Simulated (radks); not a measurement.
Q: The table gives one normalised radial function P(r) = r R(r) of Au in [Xe] 4f14 5d8 6s1 7s2 (r in bohr). Method: scalar-relativistic Kohn-Sham, PBE, spin-polarised, spherical densities, finite nucleus; open shells are filled with parallel spins first (spin-orbit coupling, left out, can overturn this in heavy ions); Fermi nuclear charge, rms radius 5.4371 fm; computed with a radial shooting solver on a logarithmic mesh with Libxc functionals.

r         P
0.00145    0.0000
0.002381   0.0001
0.003879   0.0003
0.00637    0.0012
0.01046    0.0044
0.01718    0.0153
0.02821    0.0484
0.04595    0.1274
0.07546    0.2540
0.1239     0.2801
0.2035    -0.0538
0.3315    -0.4418
0.5443    -0.0444
0.8939     0.7607
1.468      0.8428
2.391      0.3912
3.927      0.0722
6.448      0.0044
10.59      0.0000
17.25      0.0000

Which n and l does it have? It may be an empty orbital.

A: n = 5, l = 2: the number of nodes gives n - l - 1 = 2, the rise at small r (about r^(l+1), flatter next to the nucleus through relativity) gives l, and the extent must fit the shell. The curve is that of 5d down; the table hardly tells the two spins apart. 5d down: eigenvalue -19.569 eV, 2 radial nodes at r = 0.193, 0.559 bohr, <r> = 1.46 bohr, 90 % of the charge inside 2.24 bohr.
